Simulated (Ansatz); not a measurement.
Ideal-gas functions of CH4ClInO2, SMILES `O[CH2][In]([OH])[Cl]` at 500 K and 1 bar, from an Ansatz frequency run at PBE0-D4/def2-TZVP.

Molar mass 198.31 g/mol, point group C1 (symmetry number 1), electronic degeneracy 1, moments of inertia 197.942, 257.027, 443.959 u Å². Harmonic wavenumbers (cm⁻¹, unscaled): 49, 64, 117, 127, 253, 329, 342, 392, 510, 622, 729, 835, 1084, 1158, 1236, 1386, 1478, 3036, 3144, 3813, 3871.

Use S(trans) = R[1.5 ln M + 2.5 ln T − 1.1517]; rotational temperatures θ = 24.2544 K / I; S(rot) = R[ln(√π/σ · √(T³/θAθBθC)) + 1.5]; for each mode x = 1.438777 ν̃/T, S = R[x/(eˣ − 1) − ln(1 − e⁻ˣ)] and H = RT x/(eˣ − 1); 1 cm⁻¹ = 0.0119627 kJ/mol; R = 8.31446 J/(mol·K).

**Question.** By hand: the entropy, in J/(mol·K).

**Answer.** Translation 185.6. Rotation: θ = 0.1225, 0.0944, 0.0546 K, giving 125.4. Vibration, mode by mode: 24.61, 22.39, 17.41, 16.73, 11.13, 9.07, 8.78, 7.74, 5.83, 4.50, 3.53, 2.78, 1.57, 1.33, 1.11, 0.78, 0.63, 0.01, 0.01, 0.00, 0.00, in all 140.0. Electronic 0.0. Sum 451.0 J/(mol·K).

**Question.** By hand: H − E and G − E in kJ/mol, counted from the electronic energy.

**Answer.** Zero-point energy ½ × 24575 × 0.0119627 = 147.0; thermal vibration 32.3; translation, rotation and pV give 4 RT = 16.6. H − E = 195.9 kJ/mol, and G − E = 195.9 − 500 × 451.0/1000 = -29.6 kJ/mol.

Vibration gives 31 % of the entropy, 81.1 J/(mol·K) of it from the modes under 150 cm⁻¹: soft modes count most, and the harmonic formula is weakest for them. The sum counts one conformer and one mirror image; others add a mixing term.
